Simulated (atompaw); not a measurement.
Which change was made? (Tb, PAW (atompaw))

| Item | Value |
| --- | --- |
| Element | terbium |
| Generator | atompaw 4.2.0.5 |
| Type | PAW |
| Functional | PBE |
| Relativity | scalar-relativistic |
| Frozen core | [Kr] 4d10 |
| Valence charge | 19 |
| Reference configuration | 4f9 5s2 5p6 5d0 6s1 6p1 |
| Partial waves | 5s (bound): rc 2.20 bohr; 6s (bound): rc 1.85 bohr; 5p (bound): rc 2.70 bohr; 6p (bound): rc 2.60 bohr; 5d (bound, empty): rc 3.00 bohr; 5d channel at 0.7 Ry: rc 3.00 bohr; 4f (bound): rc 1.50 bohr; 4f channel at 0.6 Ry: rc 1.50 bohr |
| Local potential | troulliermartins scheme with l = 4 at 0 Ry, radius 3.00 bohr |
| Core correction | smooth core density matched at 2.45 bohr |
| Augmentation charge | sinc compensation charge, radius 2.25 bohr; PAW radius 3.00 bohr; waves and projectors: custom polynom gramschmidtortho |

Cutoffs, loose and tight: the cutoffs (Ry, on a coarse ladder) from which the occupation-weighted sum of valence levels, in a spherical-Bessel basis at the reference potential, stays within 10 and 1 mRy of its value at 400 Ry. They see the waves, projectors and local potential, not the compensation charge or the core.

The base gives: outcome: generated; cutoff, loose: 90 Ry; cutoff, tight: 140 Ry; bound ghosts: none.

(1) After one change the result is: outcome: generated; cutoff, loose: 120 Ry; cutoff, tight: 200 Ry; bound ghosts: none. Which change was it?
A. all radii scaled by about 0.74 (s 1.62, p 2.00, d 2.22, f 1.10 bohr); local potential troulliermartins scheme with l = 4 at 0 Ry, radius 2.22 bohr; augmentation sinc compensation charge, radius 1.66 bohr; PAW radius 2.22 bohr; waves and projectors: custom polynom gramschmidtortho; core correction smooth core density matched at 1.80 bohr
B. all radii scaled by about 0.87 (s 1.90, p 2.34, d 2.60, f 1.30 bohr); local potential troulliermartins scheme with l = 4 at 0 Ry, radius 2.60 bohr; augmentation sinc compensation charge, radius 1.94 bohr; PAW radius 2.60 bohr; waves and projectors: custom polynom gramschmidtortho; core correction smooth core density matched at 2.12 bohr
C. all radii scaled by about 1.21 (s 2.68, p 3.28, d 3.64, f 1.82 bohr); local potential troulliermartins scheme with l = 4 at 0 Ry, radius 3.64 bohr; augmentation sinc compensation charge, radius 2.74 bohr; PAW radius 3.64 bohr; waves and projectors: custom polynom gramschmidtortho; core correction smooth core density matched at 2.98 bohr

Answers

(1) B. The others give: all radii scaled by about 0.74 (s 1.62, p 2.00, d 2.22, f 1.10 bohr); local potential troulliermartins scheme with l = 4 at 0 Ry, radius 2.22 bohr; augmentation sinc compensation charge, radius 1.66 bohr; PAW radius 2.22 bohr; waves and projectors: custom polynom gramschmidtortho; core correction smooth core density matched at 1.80 bohr → outcome: generated; cutoff, loose: 180 Ry; cutoff, tight: 260 Ry; bound ghosts: none | all radii scaled by about 1.21 (s 2.68, p 3.28, d 3.64, f 1.82 bohr); local potential troulliermartins scheme with l = 4 at 0 Ry, radius 3.64 bohr; augmentation sinc compensation charge, radius 2.74 bohr; PAW radius 3.64 bohr; waves and projectors: custom polynom gramschmidtortho; core correction smooth core density matched at 2.98 bohr → outcome: failed: atompaw: The overlap operator has at least one negative eigenvalue!.
